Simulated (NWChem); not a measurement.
# CrHSO$_{2}$F; SMILES [O]=[Cr](=[O])([F])[SH]

```xyz
6

Cr     0.0747     0.3685     0.0091
O      0.8372     0.7298    -1.2681
O      0.9162     0.6764     1.2467
F     -1.4171     1.1701     0.0591
S     -0.1678    -1.7972     0.0446
H     -0.3821    -1.8682    -1.2916
```
Atoms are numbered in this order, from 1.

All runs: NWChem. Medium grid unless said otherwise, to which SCAN and Minnesota functionals are sensitive. All runs use the structure optimised with PBE0/def2-SVP. B3LYP is NWChem's, with the RPA form of VWN correlation. Total energies of different functionals are on different scales.

```tsv
level	energy (Ha)	highest occupied level (eV)	orbital gap (eV)	dipole (D)
B3LYP/def2-SVP	-1693.1914	-8.39	3.80	2.13
PBE/def2-SVP	-1692.5960	-7.37	2.39	1.95
LDA (Slater exchange, VWN5)/def2-SVP	-1687.9702	-7.54	2.36	2.15
B97-D/def2-SVP	-1693.4201	-7.40	2.29	2.01
r2SCAN0/def2-SVP	-1692.8764	…	…	2.20
PW91/def2-SVP	-1693.2285	-7.43	2.38	1.97
LRC-wPBEh/def2-SVP	-1692.5589	-10.50	7.69	1.97
LDA (Slater exchange, PW92)/def2-SVP	-1687.9471	-7.54	2.36	2.15
M06-2X/def2-SVP	-1692.8904	-9.86	6.45	2.18
TPSSh/def2-SVP	-1693.2196	-8.05	3.18	1.98
```

Fill in the missing entries.


- r2SCAN0/def2-SVP, highest occupied level (eV): -8.97
- r2SCAN0/def2-SVP, orbital gap (eV): 4.34
